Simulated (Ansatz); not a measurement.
`NB(N)F` + HBr → `NB(F)Br` + NH₃ at 600 K and 1 bar (ligand exchange at a B–N bond).

Gas-phase electronic energies from Ansatz, PBE0-D4/def2-TZVP geometries. CCSD(T)/CBS is the MP2 limit (def2-TZVPP, def2-QZVPP) plus CCSD(T) − MP2 in def2-TZVPP, frozen cores. This one scheme is used for every species. For Br outer-core shells are correlated without core-valence functions, which leaves a few kJ/mol of doubt a bond. Scalar relativity is left out up to krypton. Each species was taken in one conformer, which may not be the lowest.

```json
{"species": "`NB(N)F`", "CCSD(T)/CBS energy (Eh)": "-236.55523", "H − E (kJ/mol)": "205.4", "S (J/(mol·K))": "356.6"}
{"species": "HBr", "CCSD(T)/CBS energy (Eh)": "-2573.91920", "H − E (kJ/mol)": "33.5", "S (J/(mol·K))": "219.1"}
{"species": "`NB(F)Br`", "CCSD(T)/CBS energy (Eh)": "-2753.96125", "H − E (kJ/mol)": "131.5", "S (J/(mol·K))": "358.1"}
{"species": "NH₃", "CCSD(T)/CBS energy (Eh)": "-56.50880", "H − E (kJ/mol)": "112.4", "S (J/(mol·K))": "219.5"}
```

H − E and S are ideal-gas, rigid-rotor, harmonic terms from PBE0-D4/def2-TZVP, for one conformer and one mirror image of each species. 1 Eh = 2625.50 kJ/mol, R = 8.31446 J/(mol·K).

Task: By hand: ΔE, ΔH, ΔS and ΔG.

Result: ΔE = (-2753.96125) + (-56.50880) − (-236.55523) − (-2573.91920) = 0.00438 Eh = 11.5 kJ/mol. Δ(H − E) = 131.5 + 112.4 − 205.4 − 33.5 = 5.0, so ΔH = 16.5 kJ/mol. ΔS = 358.1 + 219.5 − 356.6 − 219.1 = 1.9 J/(mol·K). ΔG = 16.5 − 600 × (1.9)/1000 = 15.4 kJ/mol.

Task: By hand: the equilibrium constant, and the temperature at which ΔG would vanish if ΔH and ΔS stayed fixed.

Result: log₁₀ K = −ΔG/(RT ln 10) = -1.3. ΔG = 0 at ΔH/ΔS = 8684 K, far beyond where these terms or the molecules hold.

The number of gas molecules stays the same, so ΔS is small and ΔH decides. A doubt of 5 kJ/mol in ΔE shifts log₁₀ K by 0.4 here. Other conformers and mirror images would add mixing entropy, several J/(mol·K) or more a flexible species. These are equilibria of isolated gas molecules and say nothing of rates. Largest T1 diagnostic: 0.010 (customary marks: 0.02 for closed shells, 0.045 for open ones).
